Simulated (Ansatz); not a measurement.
C3H9ClFNSn, SMILES `CC[N](C)[SnH]([F])[Cl]`. Total charge 0; spin multiplicity 1. Sn takes the def2 core potential.

```json
{"atom": "C1", "x (Å)": "-0.073", "y (Å)": "1.941", "z (Å)": "0.477"}
{"atom": "C2", "x (Å)": "-0.290", "y (Å)": "0.546", "z (Å)": "1.020"}
{"atom": "N3", "x (Å)": "0.353", "y (Å)": "-0.475", "z (Å)": "0.216"}
{"atom": "C4", "x (Å)": "0.140", "y (Å)": "-1.814", "z (Å)": "0.731"}
{"atom": "Sn5", "x (Å)": "0.358", "y (Å)": "-0.266", "z (Å)": "-1.772"}
{"atom": "F6", "x (Å)": "1.002", "y (Å)": "-1.972", "z (Å)": "-2.356"}
{"atom": "Cl7", "x (Å)": "-1.796", "y (Å)": "-0.113", "z (Å)": "-2.651"}
{"atom": "H8", "x (Å)": "-0.571", "y (Å)": "2.082", "z (Å)": "-0.491"}
{"atom": "H9", "x (Å)": "0.991", "y (Å)": "2.159", "z (Å)": "0.360"}
{"atom": "H10", "x (Å)": "-0.500", "y (Å)": "2.685", "z (Å)": "1.151"}
{"atom": "H11", "x (Å)": "0.129", "y (Å)": "0.482", "z (Å)": "2.034"}
{"atom": "H12", "x (Å)": "-1.371", "y (Å)": "0.354", "z (Å)": "1.121"}
{"atom": "H13", "x (Å)": "0.617", "y (Å)": "-2.554", "z (Å)": "0.087"}
{"atom": "H14", "x (Å)": "-0.924", "y (Å)": "-2.072", "z (Å)": "0.826"}
{"atom": "H15", "x (Å)": "0.592", "y (Å)": "-1.894", "z (Å)": "1.727"}
{"atom": "H16", "x (Å)": "1.342", "y (Å)": "0.911", "z (Å)": "-2.482"}
```

(1) List the harmonic frequencies (cm⁻¹, unscaled) at PBE0-D4/def2-TZVP in Ansatz. (An estimate is asked.)

(2) Is this a minimum?

(3) Give the ideal-gas thermochemistry at 298.15 K and 1 bar (rigid rotor, harmonic oscillator; point group C1, symmetry number 1).

(4) And at 400, 500, 600, 800 and 1000 K?

(5) Rotational constants (cm⁻¹)?

## Answers

(1) Ansatz gave: 38, 70, 102, 138, 150, 175, 209, 246, 286, 311, 365, 432, 535, 554, 569, 627, 812, 904, 1066, 1092, 1125, 1165, 1192, 1257, 1295, 1382, 1413, 1456, 1482, 1485, 1493, 1504, 1515, 2004, 2968, 2986, 3013, 3027, 3049, 3102, 3134, 3138.

(2) Yes, all 42 modes are real.

(3) Zero-point energy 316.2 kJ/mol; H(298) − E = 346.7 kJ/mol; entropy 436.4 J/(mol·K), of which translation 176.8, rotation 124.5, vibration 135.1; G(298) − E = 216.5 kJ/mol. Modes under 100 cm⁻¹ are hindered rotations or soft bends, so the harmonic entropy is rough.

(4) 
| T (K) | H − E (kJ/mol) | S (J/mol/K) | G − E (kJ/mol) |
| --- | --- | --- | --- |
| 400 | 364.0 | 486.3 | 169.5 |
| 500 | 383.8 | 530.4 | 118.6 |
| 600 | 406.0 | 570.7 | 63.5 |
| 800 | 456.0 | 642.4 | -57.9 |
| 1000 | 511.9 | 704.7 | -192.8 |

(5) 0.05245, 0.03654, 0.02883.
